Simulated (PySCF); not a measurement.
C₂H₆Al, multiplicity 2. Atoms are numbered in the order given.

```xyz
9

Al     0.0000     0.0000    -0.6456
C      1.6861     0.0000     0.3895
H      2.5894     0.0000    -0.2208
H      1.7134     0.8814     1.0402
H      1.7134    -0.8814     1.0402
C     -1.6861     0.0000     0.3895
H     -1.7134    -0.8814     1.0402
H     -1.7134     0.8814     1.0402
H     -2.5894     0.0000    -0.2208
```
Charge 0, spin multiplicity 2.

Geometry: B3LYP-D3(BJ)/def2-TZVP. The multiplicity is an assumed one; other spin states were not compared. The isomer is the one that the SMILES or the coordinates give; other isomers of the formula were not compared.

All values below come from B3LYP-D3(BJ)/def2-TZVP run with PySCF.

Frequencies are harmonic and unscaled.

Computed harmonic wavenumbers and intensities:
```csv
mode,ν (cm⁻¹),IR (km/mol),moving atoms (share of kinetic energy)
1,50,0.0,H 99 %
2,76,0.0,"H 82 %, Al 10 %"
3,167,3.9,"C 40 %, H 36 %, Al 24 %"
4,534,1.7,"H 84 %, C 13 %"
5,547,0.0,"H 86 %, C 14 %"
6,548,13.1,"C 62 %, Al 22 %, H 17 %"
7,575,10.4,"H 70 %, C 22 %, Al 8 %"
8,660,53.6,"Al 37 %, C 35 %, H 29 %"
9,744,67.0,"H 71 %, C 22 %"
10,1196,8.9,"H 81 %, C 19 %"
11,1207,6.4,"H 82 %, C 18 %"
12,1434,4.1,H 95 %
13,1441,1.8,H 95 %
14,1447,0.0,H 94 %
15,1459,11.8,H 95 %
16,2998,10.7,H 97 %
17,3001,14.3,H 97 %
18,3059,0.0,"H 91 %, C 9 %"
19,3062,27.1,"H 91 %, C 9 %"
20,3107,7.8,"H 91 %, C 9 %"
21,3107,12.7,"H 91 %, C 9 %"
```
